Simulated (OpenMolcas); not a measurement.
An atom or ion with 43 electrons was computed by SS-CASPT2, IPEA 0.25 Eh, imaginary shift 0.1 Eh with spin-orbit coupling (OpenMolcas, ANO-RCC-VTZP, DKH2). The lowest levels that the run gave, each within 12 % of the measured value where one is at hand:

| J | Parity | E (eV) | g |
| --- | --- | --- | --- |
| 9/2 | even | 0.0000 | 1.327 |
| 7/2 | even | 0.434 | 1.236 |
| 5/2 | even | 0.692 | 1.033 |
| 3/2 | even | 0.851 | 0.420 |
| 3/2 | even | 1.898 | 1.615 |
| 5/2 | even | 1.923 | 1.588 |
| 9/2 | even | 2.177 | 1.090 |
| 1/2 | even | 2.208 | 2.459 |
| 7/2 | even | 2.601 | 0.895 |
| 3/2 | even | 2.820 | 1.251 |
| 11/2 | even | 2.904 | 1.091 |
| 5/2 | even | 3.108 | 1.206 |

Question: Which ion is it, and what are the configurations and terms?

Answer: Ag⁴⁺ (Z = 47, charge +4; active space 7 electrons in 5 orbitals (4d)). J, parity and g give the terms where levels are pure, and mixed ones are named by the computed weights; the size of the splittings, set against known spectra of the 43-electron sequence, gives the charge. In order, with the measured energies in eV (the list in Gamrath, thesis, University of Mons (2023)): 4d7 4F 9/2, 4d7 4F 7/2 (0.4576), 4d7 4F 5/2 (0.7210), 4d7 4F 3/2 (0.8800), 4d7 4P 3/2 [73 %] (1.7611), 4d7 4P 5/2 (1.8473), 4d7 2G 9/2 (2.0922), 4d7 4P 1/2 (2.1161), 4d7 2G 7/2 (2.5345), 4d7 2P 3/2 [45 %], 4d7 2H 11/2 (2.7936), 4d7 2D 5/2(1) (3.0204).

CASPT2 breaks the degeneracy within a term, and the mean is taken; among the terms shown or strongly mixed into the levels shown the widest spread is 870 cm-1 (4d7 2H). Terms from blocks run as CI alone lack orbitals of their own. The CASPT2 spread within a term exceeds the gap to the next term for 4d7 2P and 4d7 2H, so the order of their levels is uncertain. Computed and measured levels are paired by configuration, term and J; levels that our copy of the source lacks, or whose pairing is in doubt (as where it misses far off the trend of its configuration), stay unpaired and out of the deviations. Levels of configurations outside the active space are missing.

A share in square brackets marks a mixed level and gives the weight of the term that names it. A number in round brackets counts repeated terms of one configuration in the order of the reference energies.
